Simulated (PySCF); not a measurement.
B(H)(SMe)2 (C2H7BS2), SMILES CSBSC.

The structure is a stationary point at B3LYP-D3(BJ)/def2-SVP. This is a generated structure with no PubChem entry under its InChIKey; it may be hypothetical. One conformer was computed; it need not be the lowest.

Computed with PBE/def2-TZVP (PySCF).

The molecule is in vacuum.

total energy: -901.27119 hartree
highest occupied level: -5.60 eV
lowest empty level: -1.63 eV
orbital gap: 3.97 eV
dipole moment: 2.13 D
quadrupole, principal values (traceless, Buckingham form, about the centre of nuclear charge): -5.30, -4.76, 10.06 D·Å
mean static polarisability: 84.9 bohr³ (12.58 Å³)
polarisability, principal values: 57.8, 72.7, 124.2 bohr³
